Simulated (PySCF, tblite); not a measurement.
Species: C6H15NP (charge -1).
Atom-mapped SMILES: `[CH3:1][N:2]([CH3:3])[P-:4][C:5]([CH3:6])([CH3:7])[CH3:8]` (hydrogens: H9, H10, H11 on C1; H12, H13, H14 on C3; H15, H16, H17 on C6; H18, H19, H20 on C7; H21, H22, H23 on C8)

Cartesian coordinates in Å at the GFN2-xTB level; atoms count from 1:
```
atom  x, y, z in Å
C1     2.3039   -0.2143    1.2281
N2     1.5127   -0.2414    0.0255
C3     2.2417   -0.8461   -1.0588
P4     0.6127    1.2356   -0.3575
C5    -1.1326    0.4860   -0.1024
C6    -2.1314    1.6048   -0.3846
C7    -1.3858   -0.6730   -1.0642
C8    -1.3200   -0.0107    1.3297
H9     2.4775   -1.2444    1.5802
H10    1.7626    0.3385    1.9920
H11    3.2921    0.2595    1.0899
H12    3.2287   -0.3819   -1.2339
H13    2.4118   -1.9130   -0.8395
H14    1.6548   -0.7571   -1.9699
H15   -2.0033    1.9694   -1.4024
H16   -1.9553    2.4396    0.2918
H17   -3.1607    1.2543   -0.2582
H18   -1.2952   -0.3313   -2.0941
H19   -0.6480   -1.4538   -0.8947
H20   -2.3875   -1.0941   -0.9195
H21   -0.5815   -0.7790    1.5468
H22   -1.1797    0.8101    2.0314
H23   -2.3222   -0.4310    1.4745
```

The geometry is computed with GFN2-xTB (gas phase).

Take the most abundant isotopes and a rigid rotor. The values belong to one conformer with, in the numbering `[CH3:1][N:2]([CH3:3])[P-:4][C:5]([CH3:6])([CH3:7])[CH3:8]`, C1–N2–P4–C5 -113°.

Give the principal moments of inertia and the rotational constants in MHz.

Ia = 190.99, Ib = 457.87, Ic = 472.11 u·Å²; 505379 MHz·u·Å²/I gives A = 2646, B = 1104, C = 1070 MHz.

What kind of rotor is it?

A near-prolate asymmetric top; Ray's κ = -0.958.

What does the inertial defect say?

Not planar: Δ = Ic − Ia − Ib = -176.75 u·Å². For a rigid frame Δ = −2 Σ m c², so Σ m c² = 88.37 u·Å² lies off the ab plane: 18.95 from hydrogen and 69.43 from heavier atoms. The atom farthest from that plane is 1.73 Å away.

Give the other two planar moments, Paa and Pbb, and the rms extents of the mass along the axes.

Paa = Σ m a² = (Ib + Ic − Ia)/2 = 369.50 and Pbb = Σ m b² = (Ia + Ic − Ib)/2 = 102.62 u·Å². With the mass M = 132.09 u, the rms extents √(P/M) along a, b and c are 1.67, 0.88, 0.82 Å.

Estimate the classical rotational partition function at 100 K, 200 K and 500 K.

Point group Cs, symmetry number σ = 1; q = (√π/σ)·√((kT/h)³/(ABC)), k/h = 20836.6 MHz/K: 95300 at 100 K, 270000 at 200 K, 1070000 at 500 K.

Its GFN2-xTB frequencies are all real (lowest 51 cm⁻¹). No vibrational averaging or centrifugal distortion is included, and the geometry carries the error of its method.
